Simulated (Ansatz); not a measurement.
Job for Ansatz (an electronic-structure program): U-PBE/cc-pVTZ on CH6BN (SMILES BNC), a point of a bond scan (R = 2.952 Å).

Ansatz 0.2 input:
```yaml
crystal:
  periodic: [false, false, false]
  atoms:
    - {symbol: B, position_ang: [-0.17377685, 0.16935935, 1.35984899]}
    - {symbol: H, position_ang: [-1.04662609, 0.51554608, 2.09587791]}
    - {symbol: H, position_ang: [0.90496525, -0.15002550, 1.76046960]}
    - {symbol: N, position_ang: [-0.42136335, 0.13750334, -0.00246435]}
    - {symbol: C, position_ang: [0.50465876, -0.25211116, -1.05318898]}
    - {symbol: H, position_ang: [-1.33200836, 0.40682345, -0.34423305]}
    - {symbol: H, position_ang: [0.97238470, 1.96047496, -2.95017947]}
    - {symbol: H, position_ang: [0.12956168, -1.11043727, -1.61689155]}
    - {symbol: H, position_ang: [1.45669201, -0.52592512, -0.60230554]}
basis:
  gaussian:
    orbitals: cc-pVTZ
hamiltonian:
  xc: {name: PBE}
magnetization: {spin_polarized: true, initial_magnetization: 0}
```

The log:

```
WARN ansatz: RAYON_NUM_THREADS=1 ignored (pool sized by the plan → 1); use --threads N
Functional definition: PBE
integrals: 0.06 GiB planned
911 factors; their error is unknown
mean field: 0.70 GiB planned
mean field evaluation 1: about -3272.0784 eV, gradient 5.4e1 eV
mean field evaluation 2: about -3210.5227 eV, gradient 1.1e2 eV
mean field evaluation 4: about -3280.7876 eV, gradient 3.2e1 eV
mean field evaluation 8: about -3292.7404 eV, gradient 6.6e0 eV
mean field evaluation 16: about -3293.2087 eV, gradient 1.2e-4 eV
mean field evaluation 32: about -3235.2832 eV, gradient 9.7e1 eV
mean field -3293.76814504 eV, -121.0437467339 hartree, gradient 6.8e-6 eV, S^2 0.902601; 3 other end points of the search recorded, 0 dependent functions left out
reference -3293.76818708 eV, -121.0437482789 hartree; 12, 12 occupied and 162, 162 virtual orbitals, 911 factors
Total energy: -3293.76818708 eV, -121.0437482789 hartree
```

Self-consistency was reached. Its determinant has ⟨S²⟩ = 0.90, a mixture of spin states.

Cost: very roughly 8 core-seconds.
